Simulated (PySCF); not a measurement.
silolane (C4H10Si), SMILES C1CC[SiH2]C1.

The structure is a stationary point at B3LYP-D3(BJ)/def2-SVP. One conformer was computed; it need not be the lowest.

Two levels are set side by side: PBE/def2-TZVP (PySCF) and ωB97X/def2-TZVP (PySCF). Same geometry, gas phase. Differences are taken from unrounded values.

```
quantity                      ωB97X
---------------------------  ------
orbital gap (eV)              13.19
highest occupied level (eV)  -10.40
lowest empty level (eV)        2.78
dipole moment (D)              0.69
mean polarisability (bohr³)    71.5
```

Question: What does PBE give, and how far is it from ωB97X? (An estimate is asked for; the answer gives what the named calculation found.)

Answer: 
```
quantity                       PBE  PBE minus ωB97X
---------------------------  -----  ---------------
orbital gap (eV)              6.85            -6.33
highest occupied level (eV)  -6.81             3.59
lowest empty level (eV)       0.04            -2.74
dipole moment (D)             0.82             0.13
mean polarisability (bohr³)   74.9              3.4
```

Without exact exchange PBE keeps part of each electron's self-repulsion, which lifts occupied levels and narrows the gap. PBE's more diffuse valence density responds more strongly to a field. Differences between two approximate levels are no errors against the true value.

Rough cost on one machine, each run with all the roots and properties that it gave: ωB97X against PBE within a factor of 2.
